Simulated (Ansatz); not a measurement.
H₅OPSSi (`O[SiH2]PS`), relaxed with RKS PBE-D4/def2-SVP in Ansatz from a rough embedded geometry. The force threshold is 0.03 eV/Å; the program also tests the step.

Total charge 0; spin multiplicity 1.

Start:

```xyz
9

O     1.546    0.636   -0.439
Si    0.496   -0.492   -0.897
P    -1.459    0.131   -0.061
S    -0.945    0.465    1.862
H     1.429    1.019    0.475
H     0.887   -1.825   -0.337
H     0.445   -0.553   -2.397
H    -1.467    1.403   -0.606
H    -0.932   -0.785    2.401
```

(1) How much energy does the relaxation release, and in how many steps? (An estimate is asked.)

(2) Which bonds change most? (Best estimate.)

(3) Give the relaxed structure. (An estimate is asked.)

## Answers

(1) Computed: 63.97 kJ/mol, in 9 steps, 1 of them rejected.

(2) The calculation gave: P3–S4 from 2.019 to 2.193 Å; Si2–P3 from 2.216 to 2.301 Å; O1–Si2 from 1.607 to 1.677 Å; P3–H8 from 1.383 to 1.440 Å.

(3) The calculation gave: 
```xyz
9

O     1.633    0.654   -0.361
Si    0.532   -0.470   -0.943
P    -1.564   -0.098   -0.069
S    -0.773    0.633    1.841
H     1.486    0.811    0.596
H     0.863   -1.883   -0.535
H     0.514   -0.359   -2.439
H    -1.660    1.236   -0.604
H    -1.030   -0.524    2.514
```
